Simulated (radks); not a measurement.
Q: All-electron atom: Pm14+ in [Kr] 4d10 5s1. Calculated with a radial shooting solver on a logarithmic mesh with Libxc functionals: scalar-relativistic Kohn-Sham, r2SCAN, spin-unpolarised, spherical densities, finite nucleus; meta-GGA in the generalised Kohn-Sham scheme; Fermi nuclear charge, rms radius 4.962 fm. Some entries of the table are withheld. Estimate them.

| orbital | occ. | eigenvalue (hartree) | r(max) (bohr) | <r^2> (bohr^2) |
|---|---|---|---|---|
| 1s | 2 | -1667.539 | 0.01479 | 0.0007320 |
| 2s | 2 | -280.7319 | 0.08376 | 0.01156 |
| 2p | 6 | (1) | 0.06763 | 0.009268 |
| 3s | 2 | -69.84761 | 0.2383 | 0.07718 |
| 3p | 6 | -60.68171 | 0.2336 | 0.07728 |
| 3d | 10 | -48.12725 | (2) | 0.06550 |
| 4s | 2 | -22.02905 | 0.5467 | 0.3791 |
| 4p | 6 | -18.92207 | 0.5680 | 0.4189 |
| 4d | 10 | -14.49690 | 0.5866 | 0.4782 |
| 5s | 1 | -9.57924 | 1.132 | 1.502 |

A: 
(1) 2p eigenvalue (hartree): -251.6996
(2) 3d r(max) (bohr): 0.1921
